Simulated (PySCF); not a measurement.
## Ionisation energy of Co by level of theory

Co [Ar] 3d7 4s2 (4F) → Co⁺ [Ar] 3d8 (3F), as a difference of total energies. All numbers are calculated (PySCF 2.14, the spin-free X2C one-electron Hamiltonian (Gaussian nucleus), in x2c-QZVPPall (11s7p5d4f2g, 103 functions)). Correlated levels: valence: [Ar] frozen. The calculations carry no spin-orbit coupling.

| method | ionisation energy (eV) | plus first-order spin-orbit estimate | error of that sum (eV) |
| --- | --- | --- | --- |
| UHF | 8.297 | 8.306 | +0.425 |
| MP2 (valence) | 7.418 | 7.427 | -0.454 |
| SCS-MP2 (valence) | 7.439 | 7.447 | -0.434 |
| CCSD (valence) | 8.068 | 8.077 | +0.196 |
| CCSD(T) (valence) | 8.057 | 8.065 | +0.184 |

Reference: 7.881 eV (measured; NIST Atomic Spectra Database, ionization energies).

A first-order spin-orbit estimate (lowest level to lowest level, LS coupling) adds 0.009 eV.

Errors of the correlated levels include the incompleteness of this basis and the frozen core.
